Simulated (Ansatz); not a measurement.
`[SiH3]C[SiH](Cl)Cl` + `O[SiH3]` → `[SiH3]O[SiH](Cl)Cl` + `C[SiH3]` at 600 K and 1 bar (ligand exchange at the Si–C bond).

Program: Ansatz. Geometries: PBE0-D4/def2-TZVP. ΔE: electronic, gas phase. CBS: MP2 limit from def2 TZ/QZ plus the TZ coupled-cluster correction, frozen cores. This one scheme is used for every species. Each species was taken in one conformer, which may not be the lowest.

| species | CCSD(T)/CBS energy (Eh) | H − E (kJ/mol) | S (J/(mol·K)) |
| --- | --- | --- | --- |
| `[SiH3]C[SiH](Cl)Cl` | -1539.49563 | 240.2 | 492.1 |
| `O[SiH3]` | -366.69042 | 135.7 | 307.9 |
| `[SiH3]O[SiH](Cl)Cl` | -1575.48976 | 176.6 | 489.1 |
| `C[SiH3]` | -330.73916 | 199.7 | 315.0 |

H − E and S are ideal-gas, rigid-rotor, harmonic terms from PBE0-D4/def2-TZVP, for one conformer and one mirror image of each species. 1 Eh = 2625.50 kJ/mol, R = 8.31446 J/(mol·K).

By hand: ΔE, ΔH, ΔS and ΔG.

ΔE = (-1575.48976) + (-330.73916) − (-1539.49563) − (-366.69042) = -0.04287 Eh = -112.6 kJ/mol. Δ(H − E) = 176.6 + 199.7 − 240.2 − 135.7 = 0.4, so ΔH = -112.2 kJ/mol. ΔS = 489.1 + 315.0 − 492.1 − 307.9 = 4.1 J/(mol·K). ΔG = -112.2 − 600 × (4.1)/1000 = -114.7 kJ/mol.

By hand: the equilibrium constant, and the temperature at which ΔG would vanish if ΔH and ΔS stayed fixed.

log₁₀ K = −ΔG/(RT ln 10) = 10.0. ΔH and −TΔS have one sign here, so there is no such temperature.

The number of gas molecules stays the same, so ΔS is small and ΔH decides. A doubt of 5 kJ/mol in ΔE shifts log₁₀ K by 0.4 here. Other conformers and mirror images would add mixing entropy, several J/(mol·K) or more a flexible species. Modes under 60 cm⁻¹, often nearly free rotors, make the harmonic entropy too high. These are equilibria of isolated gas molecules and say nothing of rates. Largest T1 diagnostic: 0.011 (customary marks: 0.02 for closed shells, 0.045 for open ones).

ΔS is within the doubt of such terms, so its sign, and with it that verdict, could turn.
